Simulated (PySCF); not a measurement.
Pb(OMe)(NH2) (CH5NOPb), SMILES C[O][Pb][NH2] (connectivity only; charge and spin as stated), neutral, multiplicity 1.

Coordinates come from a PBE0-D3(BJ)/def2-SVP optimisation. The def2 effective core potentials stand for the cores of Pb; spin–orbit coupling is left out. Other conformers were not sampled.

Calculation: PBE/def2-TZVP in PySCF.

Computed frontier levels, gap, dipole moment and polarisability:
```
Quantity                                                                                                        Value
---------------------------------------------------------------------------------------------  ----------------------
highest occupied level                                                                                       -5.44 eV
lowest empty level                                                                                           -2.33 eV
orbital gap                                                                                                   3.11 eV
dipole moment                                                                                                  2.22 D
quadrupole, principal values (traceless, Buckingham form, about the centre of nuclear charge)  -3.01, -0.54, 3.55 D·Å
mean static polarisability                                                                      70.3 bohr³ (10.42 Å³)
polarisability, principal values                                                               49.4, 74.9, 86.7 bohr³
```
